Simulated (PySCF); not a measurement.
C2F6, charge +1, doublet, geometry from GFN2-xTB (a state made from the parent by changing its charge; the spin is typed, not shown lowest). Base run: PySCF with M062X/def2-SVP.

Input for PySCF:
```python
from pyscf import gto, scf, dft

mol = gto.M(
    atom='''
F     1.398498   -0.283024   -1.030382
C     0.921164   -0.073727    0.146787
F     1.236845    1.063735    0.660505
F     1.019323   -1.073217    0.952246
C    -0.921164    0.073727   -0.146787
F    -1.019323    1.073217   -0.952246
F    -1.236845   -1.063735   -0.660505
F    -1.398498    0.283024    1.030382
''',
    basis='def2-svp',
    charge=1,
    spin=1,
    verbose=4,
)

mf = dft.UKS(mol)
mf.xc = 'm062x'
mf.kernel()
mf.analyze()
```

The base run was repeated with changes; each row names its change, and settings that it needs were set with it.

| change | ΔE vs base (mEh) | fitting functions |
|---|---|---|
| base | 0.000 | - |
| auxbasis = autoaux | 0.342 | 888 |
| auxbasis = cc-pvtz-jkfit | 0.032 | 632 |
| exchange = seminumerical (SGX) (with mf = sgx.sgx_fit(mf, auxbasis='def2-universal-jfit'); with mf.with_df.dfj = True) | -0.489 | 392 |
| auxbasis = even-tempered beta=1.6 | 0.052 | 1424 |
| auxbasis = cc-pvtz-ri | -0.002 | 648 |
| auxbasis = even-tempered beta=2.0 | -0.008 | 968 |
| auxbasis = def2-universal-jkfit | 0.284 | 612 |
| auxbasis = default (with mf = mf.density_fit()) | 0.284 | 612 |
| auxbasis = even-tempered beta=3.0 | -0.532 | 666 |

A fitting set is made for a task (jfit for Coulomb, jkfit for Coulomb and exchange, ri for correlation) and for a family of orbital bases.

Open shells are given as the SCF converged; they aren't shown to be the lowest states, and a large step between rows can be another state.
